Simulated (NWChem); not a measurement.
Molecule: C$_{5}$H$_{5}$F; SMILES C([C@@H]1[C@H](F)C1)#C

```xyz
11

C      0.4901     2.3961    -0.1632
C     -0.0597     1.3544     0.1202
C     -0.7170     0.1265     0.4706
C     -1.0786    -0.8833    -0.6123
C      0.0145    -1.1844     0.3391
F      1.2824    -1.1628    -0.1186
H      0.9818     3.3169    -0.4165
H     -1.4041     0.2004     1.3210
H     -2.0280    -1.4173    -0.5270
H     -0.7751    -0.6189    -1.6279
H     -0.1282    -1.9342     1.1244
```
Atoms are numbered in this order, from 1.

Computed with NWChem. Pople sets run with spherical d functions. All runs use the structure optimised with PBE0/def2-SVP. Core excitations by TDA in a window of 1s orbitals, non-relativistic and unshifted: absolute energies depend strongly on the exact-exchange share.

### Question
Predict the results for F K edge, PBE/6-311G**. Quantities: first 1s excitation (eV); dipole oscillator strength of the first.

### Answer
| Quantity | Result |
|---|---|
| first 1s excitation (eV) | 659.5 |
| dipole oscillator strength of the first | 0.0006 |
